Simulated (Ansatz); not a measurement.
C$_{2}$H$_{8}$OSn (`[CH3][SnH]([CH3])[OH]`). Charge 0, multiplicity 1. Sn: def2 effective core potential.

```xyz
12

C    -1.0696   -0.6607    1.4524
Sn   -0.1576    0.5713   -0.0229
C     0.6417   -0.5283   -1.6718
O     1.3674    1.3646    0.9579
H    -1.4205   -0.0437    2.2794
H    -1.9135   -1.2087    1.0316
H    -0.3344   -1.3726    1.8286
H    -1.1607    1.8638   -0.5514
H    -0.1544   -1.0501   -2.2051
H     1.1455    0.1465   -2.3643
H     1.3615   -1.2594   -1.3027
H     1.6947    2.1773    0.5683
```

List the harmonic frequencies (cm⁻¹, unscaled) at PBE0-D4/def2-TZVP in Ansatz. (Best estimate.)

The calculation gave: 59, 76, 87, 135, 155, 163, 515, 531, 553, 562, 609, 720, 767, 780, 793, 836, 1223, 1229, 1448, 1449, 1452, 1457, 1897, 3064, 3068, 3158, 3162, 3164, 3168, 3907.

Is this a minimum?

Yes, all 30 modes are real.

Give the ideal-gas thermochemistry at 298.15 K and 1 bar (rigid rotor, harmonic oscillator; point group C1, symmetry number 1).

Zero-point energy 240.4 kJ/mol; H(298) − E = 265.3 kJ/mol; entropy 384.1 J/(mol·K), of which translation 172.7, rotation 110.3, vibration 101.1; G(298) − E = 150.7 kJ/mol. Modes under 100 cm⁻¹ are hindered rotations or soft bends, so the harmonic entropy is rough.

Rotational constants (cm⁻¹)?

0.1475, 0.1294, 0.08746.
